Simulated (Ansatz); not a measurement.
Program: Ansatz. Geometries: PBE0-D4/def2-TZVP. ΔE: electronic, gas phase. CCSD(T)/CBS adds triple-zeta CCSD(T) − MP2 to the extrapolated MP2 energy (def2 sets, frozen cores). Functionals use def2-TZVPP. Elements past krypton have def2 core potentials. For W outer-core shells are correlated without core-valence functions, which leaves a few kJ/mol of doubt a bond. One conformer a species, not always the lowest.

`[NH2][Al]([OH])[F]` + `[CH3][W](=[NH])(=[NH])[OH]` → `[CH3][Al]([OH])[F]` + `[NH]=[W](=[NH])([NH2])[OH]`  (redistribution)

```tsv
level	ΔE (kcal/mol)
r2SCAN0	0.9
CCSD/CBS(def2)	2.3
```

Problem. What does CCSD(T)/CBS give? (Estimate.)

Solution. Ansatz gave: +1.8 kcal/mol. The listed levels differ from it by -0.9, 0.5 kcal/mol.

Largest T1 diagnostic among the species: 0.020, so the coupled-cluster value is less sure than usual.

From BLYP to BHLYP (50 % exact exchange), in def2-TZVPP and without D4, ΔE moves by +2.1 kcal/mol. Leaving LDA and LC-ωPBE aside and taking each functional with its dispersion term where it has one, the values, not all of them listed here, spread over 2.7 kcal/mol, from PBE-D4 to BHLYP-D4.
